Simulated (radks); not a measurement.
Results of a calculation; reference values are marked as such.
Task: Br IV, 32 electrons, occupied as [Ar] 3d9 4s2 4p2 4f1 (not the ground configuration). Level of theory: scalar-relativistic Kohn-Sham, PBE, spin-polarised, spherical densities, point nucleus; open shells are filled with parallel spins first (a radial shooting solver on a logarithmic mesh with Libxc functionals). Some entries of the table are withheld. Estimate them.

orbital,occ.,eigenvalue (hartree),<1/r> (bohr^-1)
1s up,1,-491.8056,35.66
1s down,1,-491.7980,35.66
2s up,1,-66.10768,7.897
2s down,1,-66.06403,7.900
2p up,3,-58.58765,7.728
2p down,3,-58.55105,7.730
3s up,1,-10.99597,2.621
3s down,1,-10.92625,2.618
3p up,3,-8.61361,2.474
3p down,3,-8.54289,2.471
3d up,5,-4.68179,2.213
3d down,4,-4.60577,2.211
4s up,1,-2.37749,0.9114
4s down,1,-2.26113,0.9154
4p up,2,-1.80324,(1)
4p down,0,-1.68613,(2)
4d up,0,(3),0.6000
4d down,0,(4),0.5853
5s up,0,(5),0.4033
4f up,1,-0.45973,0.3136

Result: 
(1) 4p up <1/r> (bohr^-1): 0.8059
(2) 4p down <1/r> (bohr^-1): 0.8044
(3) 4d up eigenvalue (hartree): -0.99883
(4) 4d down eigenvalue (hartree): -0.89499
(5) 5s up eigenvalue (hartree): -0.85082
